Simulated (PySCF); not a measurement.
In(2+): ionisation energy

In(2+) [Kr] 4d10 5s1 (2S) → In(3+) [Kr] 4d10 (1S), as a difference of total energies. Calculation: PySCF 2.14, in aug-cc-pwCVTZ-PP with ECP28MDF (8s7p6d4f1g, 96 functions); a scalar-relativistic core potential. Correlated levels: valence and next inner shell: nothing frozen outside the core potential. The calculations carry no spin-orbit coupling.

```
                                method  ionisation energy (eV)
                                   UHF                  26.619
                                   LDA                  29.093
                                   PBE                  28.677
                                  PBE0                  28.287
                                r2SCAN                  28.381
                                 wB97X                  27.805
                                 B97-3                  28.051
                                  BLYP                  28.833
                                 HSE06                  28.337
    MP2 (valence and next inner shell)                  28.116
SCS-MP2 (valence and next inner shell)                  27.856
```

Errors of the correlated levels include the incompleteness of this basis.

Q: Which method comes closest to the reference value, and which is furthest?

A: The reference is 28.044 eV (measured; NIST Atomic Spectra Database, ionization energies). Closest: B97-3 (error 0.007 eV); furthest: UHF (error -1.425 eV).
